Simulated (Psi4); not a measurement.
Input file for Psi4: SAPT0/jun-cc-pV(D+d)Z on CH10Si2 (a complex), monomers drawn apart or pushed together.

```
memory 8100 MB

molecule dimer {
0 1
Si    0.01589091   -0.30158585    0.19159902
H    -1.17819869   -0.19754552    1.05935938
H    -0.36600159   -0.03244797   -1.21292597
H     0.57665934   -1.66818226    0.29681122
H     1.03143585    0.68019181    0.63077815
--
0 1
C     0.82717581   -0.60345627    5.27059578
Si   -0.38962620    0.80332625    5.51920576
H     0.64495167   -1.12651098    4.33068712
H     0.74152673   -1.33228332    6.07873588
H     1.85352942   -0.23258021    5.25760069
H    -0.22063979    1.83920262    4.47268568
H    -0.17442197    1.43966988    6.84206394
H    -1.78477963    0.30391113    5.46238007
units angstrom
symmetry c1
no_reorient
no_com
}

set {
  basis jun-cc-pV(D+d)Z
  scf_type df
  freeze_core true
}

energy('sapt0')
```

It printed:

```
[...]
==> Input File <==

--------------------------------------------------------------------------
memory 8100 MB

molecule dimer {
0 1
Si    0.01589091   -0.30158585    0.19159902
H    -1.17819869   -0.19754552    1.05935938
H    -0.36600159   -0.03244797   -1.21292597
H     0.57665934   -1.66818226    0.29681122
H     1.03143585    0.68019181    0.63077815
--
0 1
C     0.82717581   -0.60345627    5.27059578
Si   -0.38962620    0.80332625    5.51920576
H     0.64495167   -1.12651098    4.33068712
H     0.74152673   -1.33228332    6.07873588
H     1.85352942   -0.23258021    5.25760069
H    -0.22063979    1.83920262    4.47268568
H    -0.17442197    1.43966988    6.84206394
H    -1.78477963    0.30391113    5.46238007
units angstrom
symmetry c1
no_reorient
no_com
}

set {
  basis jun-cc-pV(D+d)Z
  scf_type df
  freeze_core true
}

energy('sapt0')
--------------------------------------------------------------------------


   => Loading Basis Set <=

    Name: JUN-CC-PV(D+D)Z
    Role: ORBITAL
    Keyword: BASIS
    atoms 1, 7      entry SI         line   566 file jun-cc-pv_dpd_z.gbs
    atoms 2-5, 8-13 entry H          line    60 file jun-cc-pv_dpd_z.gbs
    atoms 6         entry C          line   188 file jun-cc-pv_dpd_z.gbs

   => Loading Basis Set <=

    Name: JUN-CC-PV(D+D)Z
    Role: ORBITAL
    Keyword: BASIS
    atoms 1, 7      entry SI         line   566 file jun-cc-pv_dpd_z.gbs
    atoms 2-5, 8-13 entry H          line    60 file jun-cc-pv_dpd_z.gbs
    atoms 6         entry C          line   188 file jun-cc-pv_dpd_z.gbs


  //>>>>>>>>>>>>>>>>>>>>>>>>>>>>>>>>>>>//
  //              Dimer HF             //
  //<<<<<<<<<<<<<<<<<<<<<<<<<<<<<<<<<<<//

   => Libint2 <=

    Primary   basis highest AM E, G, H:  7, 6, 3
    Auxiliary basis highest AM E, G, H:  7, 7, 4
    Onebody   basis highest AM E, G, H:  -, -, -
    Solid Harmonics ordering:            Gaussian


   => Loading Basis Set <=

    Name: JUN-CC-PV(D+D)Z
    Role: ORBITAL
    Keyword: BASIS
    atoms 1, 7      entry SI         line   566 file jun-cc-pv_dpd_z.gbs
    atoms 2-5, 8-13 entry H          line    60 file jun-cc-pv_dpd_z.gbs
    atoms 6         entry C          line   188 file jun-cc-pv_dpd_z.gbs


         ---------------------------------------------------------
                                   SCF
               by Justin Turney, Rob Parrish, Andy Simmonett
                          and Daniel G. A. Smith
                              RHF Reference
                        4 Threads,   7724 MiB Core
         ---------------------------------------------------------

  ==> Geometry <==

    Molecular point group: c1
    Full point group: C1

    Geometry (in Angstrom), charge = 0, multiplicity = 1:

       Center              X                  Y                   Z               Mass
    ------------   -----------------  -----------------  -----------------  -----------------
         SI           0.015890910000    -0.301585850000     0.191599020000    27.976926534650
         H           -1.178198690000    -0.197545520000     1.059359380000     1.007825032230
         H           -0.366001590000    -0.032447970000    -1.212925970000     1.007825032230
         H            0.576659340000    -1.668182260000     0.296811220000     1.007825032230
         H            1.031435850000     0.680191810000     0.630778150000     1.007825032230
         C            0.827175810000    -0.603456270000     5.270595780000    12.000000000000
         SI          -0.389626200000     0.803326250000     5.519205760000    27.976926534650
         H            0.644951670000    -1.126510980000     4.330687120000     1.007825032230
         H            0.741526730000    -1.332283320000     6.078735880000     1.007825032230
         H            1.853529420000    -0.232580210000     5.257600690000     1.007825032230
         H           -0.220639790000     1.839202620000     4.472685680000     1.007825032230
         H           -0.174421970000     1.439669880000     6.842063940000     1.007825032230
         H           -1.784779630000     0.303911130000     5.462380070000     1.007825032230

  Running in c1 symmetry.

  Rotational constants: A =      0.31146  B =      0.01217  C =      0.01185 [cm^-1]
  Rotational constants: A =   9337.36104  B =    364.71005  C =    355.23534 [MHz]
  Nuclear repulsion =  130.274219631126186

  Charge       = 0
  Multiplicity = 1
  Electrons    = 44
  Nalpha       = 22
  Nbeta        = 22

  ==> Algorithm <==

  SCF Algorithm Type is DF.
  DIIS enabled.
  MOM disabled.
  Fractional occupation disabled.
  Guess Type is SAD.
  Energy threshold   = 1.00e-08
  Density threshold  = 1.00e-08
  Integral threshold = 1.00e-12

  ==> Primary Basis <==

  Basis Set: JUN-CC-PV(D+D)Z
    Blend: JUN-CC-PV(D+D)Z
    Number of shells: 60
    Number of basis functions: 122
    Number of Cartesian functions: 127
    Spherical Harmonics?: true
    Max angular momentum: 2

   => Loading Basis Set <=

    Name: (JUN-CC-PV(D+D)Z
[...]
497893   102A      2.806124   103A      2.807933
     104A      2.818902   105A      2.829085   106A      2.833633
     107A      2.838724   108A      3.445330   109A      3.447810
     110A      3.468666   111A      3.469921   112A      3.515584
     113A      4.627818   114A      6.642542   115A      6.643507
     116A      6.713157   117A      6.713793   118A      6.714354
     119A     14.138094   120A     14.138936   121A     14.150799
     122A    103.594752

    Final Occupation by Irrep:
              A
    DOCC [    13 ]
    NA   [    13 ]
    NB   [    13 ]

  @DF-RHF Final Energy:  -330.29940668217813

   => Energetics <=

    Nuclear Repulsion Energy =             62.8133896800501006
    One-Electron Energy =                -580.3342593759550709
    Two-Electron Energy =                 187.2214630137268045
    Total Energy =                       -330.2994066821781303

Computation Completed


Properties will be evaluated at   0.000000,   0.000000,   0.000000 [a0]

Properties computed using the SCF density matrix


 Multipole Moments:

 ------------------------------------------------------------------------------------
     Multipole            Electronic (a.u.)      Nuclear  (a.u.)        Total (a.u.)
 ------------------------------------------------------------------------------------

 L = 1.  Multiply by 2.5417464519 to convert [e a0] to [Debye]
 Dipole X            :         -0.8906555            1.0742233            0.1835678
 Dipole Y            :        -16.3090508           16.0952491           -0.2138018
 Dipole Z            :       -267.1286486          267.0874819           -0.0411666
 Magnitude           :                                                    0.2847859

 ------------------------------------------------------------------------------------

  Constructing Basis Sets for SAPT...

   => Loading Basis Set <=

    Name: (JUN-CC-PV(D+D)Z AUX)
    Role: RIFIT
    Keyword: DF_BASIS_SAPT
    atoms 1, 7      entry SI         line   376 file jun-cc-pvdz-ri.gbs
    atoms 2-5, 8-13 entry H          line    30 file jun-cc-pvdz-ri.gbs
    atoms 6         entry C          line   100 file jun-cc-pvdz-ri.gbs

   => Loading Basis Set <=

    Name: (JUN-CC-PV(D+D)Z AUX)
    Role: JKFIT
    Keyword: DF_BASIS_ELST
    atoms 1, 7      entry SI         line   506 file jun-cc-pvdz-jkfit.gbs
    atoms 2-5, 8-13 entry H          line    70 file jun-cc-pvdz-jkfit.gbs
    atoms 6         entry C          line   146 file jun-cc-pvdz-jkfit.gbs


  //>>>>>>>>>>>>>>>>>>>>>>>>>>>>>>>>>>>//
  //               SAPT0               //
  //<<<<<<<<<<<<<<<<<<<<<<<<<<<<<<<<<<<//



        SAPT0
    Ed Hohenstein
     6 June 2009

      Orbital Information
  --------------------------
    NSO        =       122
    NMO        =       122
    NRI        =       375
    NRI (Elst) =       551
    NOCC A     =         9
    NOCC B     =        13
    FOCC A     =         5
    FOCC B     =         6
    NVIR A     =       113
    NVIR B     =       109

    Elst10,r            =     0.000051423949 [Eh]
    Exch10              =     0.000064045708 [Eh]
    Exch10 (S^2)        =     0.000064040549 [Eh]

    Maxiter = 50
    CPHF R converge = 1.000000E-08

    Iter     Energy [mEh]          dE [mEh]         Residual      Time [s]
       1      -0.00701759       0.007017595     3.360454e-04             0
       2      -0.00819833       0.001180731     7.876959e-05             0
       3      -0.00822238       0.000024059     1.424286e-05             0
       4      -0.00820375      -0.000018630     1.636573e-06             0
       5      -0.00820625       0.000002499     2.884102e-07             0
       6      -0.00820599      -0.000000259     5.637377e-08             0
       7      -0.00820602       0.000000022     7.146125e-09             0

    CHF Iterations converged

    Maxiter = 50
    CPHF R converge = 1.000000E-08

    Iter     Energy [mEh]          dE [mEh]         Residual      Time [s]
       1      -0.00413576       0.004135758     2.551827e-04             0
       2      -0.00497129       0.000835531     6.130162e-05             0
       3      -0.00497636       0.000005076     1.593019e-05             0
       4      -0.00495982      -0.000016541     2.044626e-06             0
       5      -0.00496115       0.000001322     6.758551e-07             0
       6      -0.00496139       0.000000243     1.471559e-07             0
       7      -0.00496130      -0.000000085     2.696939e-08             0
       8      -0.00496131       0.000000006     5.266438e-09             0

    CHF Iterations converged

    Ind20,r (A<-B)      =    -0.000008206016 [Eh]
    Ind20,r (B<-A)      =    -0.000004961309 [Eh]
    Ind20,r             =    -0.000013167325 [Eh]
    Exch-Ind20,r (A<-B) =     0.000004057394 [Eh]
    Exch-Ind20,r (B<-A) =     0.000003103318 [Eh]
    Exch-Ind20,r        =     0.000007160712 [Eh]
    Disp20              =    -0.000439702280 [Eh]
    Disp20 (SS)         =    -0.000219851140 [Eh]
    Disp20 (OS)         =    -0.000219851140 [Eh]
    Exch-Disp20         =     0.000005540979 [Eh]
    Exch-Disp20 (SS)    =     0.000003409584 [Eh]
    Exch-Disp20 (OS)    =     0.000002131395 [Eh]

    SAPT Results
  --------------------------------------------------------------------------------------------------------
    Electrostatics                  0.05142395 [mEh]       0.03226902 [kcal/mol]       0.13501356 [kJ/mol]
      Elst10,r                      0.05142395 [mEh]       0.03226902 [kcal/mol]       0.13501356 [kJ/mol]

    Exchange                        0.06404571 [mEh]       0.04018929 [kcal/mol]       0.16815198 [kJ/mol]
      Exch10                        0.06404571 [mEh]       0.04018929 [kcal/mol]       0.16815198 [kJ/mol]
      Exch10(S^2)                   0.06404055 [mEh]       0.04018605 [kcal/mol]       0.16813844 [kJ/mol]

    Induction                      -0.00967421 [mEh]      -0.00607066 [kcal/mol]      -0.02539964 [kJ/mol]
      Ind20,r                      -0.01316733 [mEh]      -0.00826262 [kcal/mol]      -0.03457081 [kJ/mol]
      Exch-Ind20,r                  0.00716071 [mEh]       0.00449341 [kcal/mol]       0.01880045 [kJ/mol]
      delta HF,r (2)               -0.00366760 [mEh]      -0.00230145 [kcal/mol]      -0.00962928 [kJ/mol]

    Dispersion                     -0.43416130 [mEh]      -0.27244033 [kcal/mol]      -1.13989034 [kJ/mol]
      Disp20                       -0.43970228 [mEh]      -0.27591735 [kcal/mol]      -1.15443818 [kJ/mol]
      Exch-Disp20                   0.00554098 [mEh]       0.00347702 [kcal/mol]       0.01454784 [kJ/mol]
      Disp20 (SS)                  -0.21985114 [mEh]      -0.13795867 [kcal/mol]      -0.57721909 [kJ/mol]
      Disp20 (OS)                  -0.21985114 [mEh]      -0.13795867 [kcal/mol]      -0.57721909 [kJ/mol]
      Exch-Disp20 (SS)              0.00340958 [mEh]       0.00213955 [kcal/mol]       0.00895186 [kJ/mol]
      Exch-Disp20 (OS)              0.00213140 [mEh]       0.00133747 [kcal/mol]       0.00559598 [kJ/mol]

  Total HF                          0.10579544 [mEh]       0.06638764 [kcal/mol]       0.27776590 [kJ/mol]
  Total SAPT0                      -0.32836586 [mEh]      -0.20605269 [kcal/mol]      -0.86212444 [kJ/mol]

  Special recipe for scaled SAPT0 (see Manual):
    Electrostatics sSAPT0           0.05142395 [mEh]       0.03226902 [kcal/mol]       0.13501356 [kJ/mol]
    Exchange sSAPT0                 0.06404571 [mEh]       0.04018929 [kcal/mol]       0.16815198 [kJ/mol]
    Induction sSAPT0               -0.00967248 [mEh]      -0.00606957 [kcal/mol]      -0.02539510 [kJ/mol]
    Dispersion sSAPT0              -0.43415996 [mEh]      -0.27243949 [kcal/mol]      -1.13988682 [kJ/mol]
  Total sSAPT0                     -0.32836279 [mEh]      -0.20605076 [kcal/mol]      -0.86211638 [kJ/mol]
  --------------------------------------------------------------------------------------------------------



*** Psi4 exiting successfully. Buy a developer a beer!
```

The run finished.

Cost: roughly 24 core-seconds.
